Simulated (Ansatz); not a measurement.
These are frozen-core CCSD(T)/cc-pVTZ // B3LYP-D3(BJ)/def2-TZVP (Ansatz, a quantum-chemistry and plane-wave program) values and carry that method's errors. Warnings of the run: other_roots.

Ansatz 0.2 input:
```yaml
crystal:
  periodic: [false, false, false]
  atoms:
    - { symbol: O, position_ang: [-0.708274, 1.189281, 0.11795] }
    - { symbol: B, position_ang: [-0.104751, 0.004693, -0.107794] }
    - { symbol: O, position_ang: [-0.69289, -1.1004, 0.393499] }
    - { symbol: O, position_ang: [1.238024, -0.042143, -0.571942] }
    - { symbol: H, position_ang: [-1.642985, 1.502873, 0.014456] }
    - { symbol: H, position_ang: [-1.6232, -1.441942, 0.368885] }
    - { symbol: H, position_ang: [1.761524, 0.763661, -0.816805] }
    - { symbol: H, position_ang: [1.77254, -0.876028, -0.619473] }
basis:
  gaussian: { orbitals: cc-pVTZ }
correlation:
  method: ccsd_t
total_charge: 2
magnetization:
  spin_polarized: true
  initial_magnetization: 1
```

Output:

```
Functional definition: HF
1050 factors; integrals over basis functions are off by at most 8.9e-4 eV
mean field evaluation 1: about -6820.4592 eV, gradient 5.2e1 eV
mean field evaluation 2: about -6820.4593 eV, gradient 5.2e1 eV
mean field evaluation 4: about -6828.8493 eV, gradient 2.8e0 eV
mean field evaluation 8: about -6828.9361 eV, gradient 2.8e-1 eV
mean field evaluation 16: about -6828.9560 eV, gradient 8.5e-2 eV
mean field evaluation 32: about -6820.4592 eV, gradient 5.2e1 eV
mean field evaluation 64: about -6828.9567 eV, gradient 9.7e-6 eV
mean field evaluation 96: about -6829.1493 eV, gradient 6.4e-1 eV
mean field evaluation 128: about -6828.2853 eV, gradient 6.4e0 eV
mean field evaluation 160: about -6828.3380 eV, gradient 8.9e-2 eV
mean field evaluation 192: about -6826.0627 eV, gradient 2.6e0 eV
mean field evaluation 224: about -6826.1686 eV, gradient 8.8e-1 eV
mean field evaluation 256: about -6828.2143 eV, gradient 2.7e-2 eV
mean field evaluation 288: about -6826.3155 eV, gradient 8.1e-2 eV
mean field -6829.15811364 eV, -250.9669317068 hartree, gradient 2.3e-6 eV, S^2 0.765732; 15 other end points of the search recorded, 0 dependent functions left out
determinant -6829.15811364 eV, -250.9669317068 hartree, with singles and doubles -6850.60997926 eV, -251.7552732275 hartree
determinant -6829.15805309 eV, -250.9669294815 hartree, with singles and doubles -6850.60996113 eV, -251.7552725614 hartree
determinant -6828.95672331 eV, -250.9595307484 hartree, with singles and doubles -6850.77152307 eV, -251.7612098533 hartree
determinant -6828.33629580 eV, -250.9367304581 hartree, with singles and doubles -6849.63822714 eV, -251.7195619960 hartree
determinant -6828.33628006 eV, -250.9367298797 hartree, with singles and doubles -6849.63822771 eV, -251.7195620167 hartree
determinant -6828.21430855 eV, -250.9322475095 hartree, with singles and doubles -6849.78506482 eV, -251.7249581811 hartree
determinant -6826.31573116 eV, -250.8624760772 hartree, with singles and doubles -6848.52352376 eV, -251.6785974022 hartree
determinant -6829.15811364 eV, -250.9669317068 hartree, with singles and doubles -6850.52443359 eV, -251.7521294821 hartree
determinant -6829.15805309 eV, -250.9669294815 hartree, with singles and doubles -6850.52441764 eV, -251.7521288960 hartree
determinant -6828.95672331 eV, -250.9595307484 hartree, with singles and doubles -6850.66986588 eV, -251.7574740202 hartree
determinant -6829.15811364 eV, -250.9669317068 hartree, with singles and doubles -6850.63144616 eV, -251.7560621214 hartree
determinant -6829.15805309 eV, -250.9669294815 hartree, with singles and doubles -6850.63143690 eV, -251.7560617812 hartree
determinant -6828.95672331 eV, -250.9595307484 hartree, with singles and doubles -6850.67553199 eV, -251.7576822459 hartree
4 core orbitals not correlated
reference -6828.95672331 eV, -250.9595307484 hartree; 12, 11 occupied and 160, 161 virtual orbitals, 1050 factors
second order -21.16938881 eV of doubles, -0.00000000 eV of singles
cycle   1  -20.98095905 eV  change    -1.4e0 eV  update   8.2e-2
cycle   2  -21.62776931 eV  change   -6.5e-1 eV  update   3.5e-2
cycle   3  -21.72311242 eV  change   -9.5e-2 eV  update   1.7e-2
cycle   4  -21.70946054 eV  change    1.4e-2 eV  update   7.1e-3
cycle   5  -21.71314255 eV  change   -3.7e-3 eV  update   3.6e-3
cycle   6  -21.71415392 eV  change   -1.0e-3 eV  update   2.5e-3
cycle   7  -21.71535864 eV  change   -1.2e-3 eV  update   2.2e-3
cycle   8  -21.71673315 eV  change   -1.4e-3 eV  update   1.9e-3
cycle   9  -21.71813948 eV  change   -1.4e-3 eV  update   1.3e-3
cycle  10  -21.71923872 eV  change   -1.1e-3 eV  update   5.7e-4
cycle  11  -21.71891705 eV  change    3.2e-4 eV  update   2.5e-4
cycle  12  -21.71890395 eV  change    1.3e-5 eV  update   1.1e-4
cycle  13  -21.71878170 eV  change    1.2e-4 eV  update   4.0e-5
cycle  14  -21.71878923 eV  change   -7.5e-6 eV  update   1.8e-5
cycle  15  -21.71879935 eV  change   -1.0e-5 eV  update   8.4e-6
perturbative correction -0.81187045 eV, -0.0298356888 hartree
WARN: these amplitudes may be one of several solutions (largest doubles amplitude 0.05, level shift 4.71 eV)
Total energy: -6851.48739311 eV, -251.7875175919 hartree
```

Cost: around 30 core-minutes (rough).
